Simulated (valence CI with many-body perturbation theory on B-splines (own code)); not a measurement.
## Sensitivity of CI+MBPT for Nb XXI

Calculated by valence CI with perturbative core correlation (CI+MBPT): three valence electrons over a frozen Dirac-Fock core [Ar], a basis of 6 s, 6 p, 5 d, 5 f, 1 g functions for each j, with the one-electron correlation potential Σ1 (screened to all orders), the two-electron term Σ2, the three-electron term Σ3, Breit, model QED; selected single and double excitations, second order for the rest, scaled by the run's own slope (own B-spline code, finite nucleus).

No measured spectrum was set against this ion. As an estimate, terms of the open shell hold to 2 to 4 % of their energy, and close levels can change places. Only levels of the ground parity were solved; by the run's estimate the other parity begins above the list, which can be wrong where configurations are misplaced.

The reference run has the lowest level 3d³ ⁴F_3/2 and an ionisation energy of 877.041 eV. Its largest variational space holds 2221 state functions.

Names give the largest LS component (configuration and term), which can be under half, so a name can repeat, a term be missing and a line seem to break the LS rules; names also repeat where a configuration has a term twice. Letters in brackets count levels of one name in rising energy.

Changed runs:
A. cutoff of virtual states (hartree) 3362 → 870; Breit term on → off; QED terms on → off
B. box radius (bohr) 5.4575 → 4.38
C. orbitals per symmetry with explicit Σ2 and valence Breit (the others get mean screening factors) 5 → 1
D. closed core [Ar] → [Ar] 3d1 (bad on purpose)

Excitation energies of the reference run in cm⁻¹, and shifts in cm⁻¹:

```tsv
Level	Reference	A	B	C
3d³ ⁴F_5/2	14397	+978	0	+5.4
3d³ ⁴F_7/2	28256	+2070	0	+22
3d³ ⁴F_9/2	40083	+2975	0	+63
3d³ ⁴P_3/2	56285	+337	0	-101
3d³ ⁴P_1/2	61698	+844	0	-194
3d³ ²G_7/2	75337	+2009	+0.1	+328
3d³ ²H_9/2	78870	+2521	+0.1	+342
3d³ ⁴P_5/2	81803	+1777	0	-192
3d³ ²D_3/2 [a]	92758	+1476	+0.1	+75
3d³ ²P_1/2	99295	+1816	+0.1	+45
3d³ ²H_11/2	107920	+3692	+0.1	+441
3d³ ²D_5/2 [a]	114359	+2455	+0.1	+181
Ionisation energy (eV)	877.041	+0.235	+0.00018	+0.141
```

Run D: It gave no result: the perturbation theory needs a core of closed shells. The program said: "the core must hold closed shells only".
